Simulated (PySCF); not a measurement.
2-hydroxy-3H-oxaborole (C3H5BO2), SMILES OB1CC=CO1. Atoms are numbered in the order given.

```xyz
11

O     -0.1112    -2.1180     0.0000
B      0.0034    -0.7613     0.0000
C      1.2669     0.2158     0.0000
C      0.5491     1.5459     0.0000
C     -0.7837     1.3319     0.0000
O     -1.1679    -0.0008     0.0000
H      0.7572    -2.5543     0.0000
H      1.9270     0.0789    -0.8868
H      1.9270     0.0789     0.8868
H      1.0222     2.5373     0.0000
H     -1.6119     2.0548     0.0000
```
Charge 0, spin multiplicity 1.

Geometry: PBE-D3(BJ)/def2-SVP. One conformer was computed; it need not be the lowest.

Calculation: PySCF 2.14.0 with TDA-PBE/def2-SVPD.

Vertical excitations. Gas-phase values at a fixed geometry. State labels are in the subgroup Cs.

Computed UV-visible absorptions:
```
state  symmetry  energy (eV)  λ (nm)      f                                                                main pairs
-----  --------  -----------  ------  -----  ------------------------------------------------------------------------
S1           A"         4.91     253  0.000                                                         HOMO→LUMO+1 100 %
S2           A'         5.52     225  0.062                                          HOMO→LUMO 70 %, HOMO→LUMO+2 27 %
S3           A"         5.99     207  0.006                                                         HOMO→LUMO+3 100 %
S4           A"         6.70     185  0.008                                                          HOMO→LUMO+4 99 %
S5           A"         6.74     184  0.002                                                          HOMO−1→LUMO 98 %
S6           A'         6.85     181  0.046  HOMO→LUMO+2 42 %, HOMO−1→LUMO+1 17 %, HOMO→LUMO+6 15 %, HOMO−2→LUMO 11 %
S7           A"         6.88     180  0.001                                                          HOMO→LUMO+5 99 %
S8           A'         6.95     178  0.050                                                        HOMO−1→LUMO+1 82 %
S9           A'         7.29     170  0.065                                                          HOMO→LUMO+6 75 %
S10          A"         7.31     170  0.009                                                          HOMO→LUMO+7 99 %
T1           A'         3.96     313      0                                                            HOMO→LUMO 93 %
T2           A"         4.85     255      0                                                         HOMO→LUMO+1 100 %
T3           A'         5.44     228      0                                                          HOMO→LUMO+2 93 %
T4           A"         5.91     210      0                                                         HOMO→LUMO+3 100 %
```
Triplets are in the Tamm–Dancoff approximation.
